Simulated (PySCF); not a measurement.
A GIAO shielding run with PySCF (density fitting, non-relativistic, gas phase) on `CO[C@@H]1C[C@@H](C#N)C[SiH2]1`, C6H11NOSi:

```
$ OMP_NUM_THREADS=1 python probes_run.py task.json out

{"job": {"kind": "nmr", "xc": "PBE0", "basis": "pcSseg-1"}, "charge": 0, "multiplicity": 1}
C      2.721451    -0.329535    -0.597407
O      1.514658     0.351505    -0.822657
C      0.751677     0.637858     0.341769
C     -0.019913    -0.581596     0.858215
C     -1.192340    -0.813311    -0.105567
C     -2.054448    -1.867017     0.360928
N     -2.750123    -2.685764     0.754286
C     -1.967191     0.508745    -0.243359
Si    -0.605944     1.848633    -0.275749
H      2.562635    -1.350179    -0.230289
H      3.233922    -0.374248    -1.557037
H      3.347545     0.209695     0.124786
H      1.416852     1.019998     1.127637
H      0.611936    -1.469920     0.923576
H     -0.402593    -0.361694     1.857378
H     -0.784430    -1.100890    -1.081500
H     -2.606392     0.489044    -1.124117
H     -2.622719     0.632516     0.620746
H     -0.276232     2.322747    -1.613365
H     -0.883499     2.924090     0.678688
```

Hardware: 1 thread of an Arm Neoverse V1, shared host. The job also computes population analyses, field gradients, ring-centre shieldings.

Q: How large is the calculation?

A: 76 electrons, 215 basis functions and 1130 auxiliary functions.

Q: How long does it take, and how much memory does it need?

A: 53 s of wall time, with 14 SCF cycles and 5 response iterations; peak memory 0.97 GiB. Times on a shared host scatter by some tens of per cent.
